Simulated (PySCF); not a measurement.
**Assignment exercise: C$_{3}$H$_{11}$OPSi$_{2}$**

Geometry (Å), atoms numbered from 1 in this order:
```xyz
18

C    -1.0492   -0.6538    1.6449
Si   -0.8919   -0.5368   -0.2511
C    -2.3117    0.5290   -0.9400
Si    1.1725    0.4176   -0.8427
P     2.9005   -0.9488   -1.2519
C     1.8314    1.4191    0.6604
O     2.4695    0.9068    1.5460
H    -0.2252   -1.2166    2.0742
H    -1.0392    0.3324    2.1023
H    -1.9724   -1.1436    1.9428
H    -1.0264   -1.8959   -0.8159
H    -3.2798    0.1176   -0.6701
H    -2.2702    0.5866   -2.0233
H    -2.2676    1.5442   -0.5559
H     1.1386    1.3968   -1.9450
H     3.0821   -1.2677    0.0794
H     2.1391   -2.0825   -1.4874
H     1.5913    2.5017    0.7216
```

Computational details: σ from GIAO-PBE0/pcSseg-1, GFN2-xTB structure, in PySCF 2.14 (single conformer, relativity neglected, no solvent model, rapidly exchanging positions averaged).

References, each an isolated molecule treated in the same way: TMS for 13C (186.93 ppm) and 1H (31.72 ppm).

Question: Assign these signals to the numbered atoms. 13C{1H} NMR (computed): δ 248.0, -1.8, -4.5.

Answer: 
248.0 → C6, carbonyl carbon
-1.8 → C3, methyl carbon bonded to Si: an electropositive neighbour leaves it electron-rich and shielded
-4.5 → C1, methyl carbon bonded to Si

Question: Assign these signals to the numbered atoms. 1H NMR (300 MHz, computed): δ 12.77 (m, 1H), 4.42 (m, 1H), 4.29 (m, 1H), 1.17 (m, 2H), 0.35 (d, 3H), 0.13 (d, 3H).

Answer: 
| δ (ppm) | atoms | environment | reason |
| --- | --- | --- | --- |
| 12.77 | H18 | hydrogen on a carbonyl carbon | – |
| 4.42 | H15 | hydrogen on a silicon bonded to C, P, Si | – |
| 4.29 | H11 | hydrogen on a silicon bonded to 2 C, Si | – |
| 1.17 | H16/H17 | hydrogen on a phosphorus bonded to Si | – |
| 0.35 | H12/H13/H14 | hydrogen on a methyl carbon bonded to Si | an electropositive neighbour shields it, as in TMS itself |
| 0.13 | H8/H9/H10 | hydrogen on a methyl carbon bonded to Si | – |

Splittings by 31P in the carbon and heteronuclear signals aren't shown, as no couplings were computed. Shifts are as computed. Against solution values, carbons near 30 ppm lie about +3 ppm off and those near 130 ppm about +5 ppm. Of 1211 compounds with measured shifts, 218 miss one by over three times the rms of a fit or turn the order of signals round; such compounds aren't used in these exercises. No couplings were computed; multiplicities are counted from neighbouring protons, with m where these are inequivalent, close in shift, in a saturated or five-membered ring or joined by F or P, and br s for small geminal =CH2 splittings.
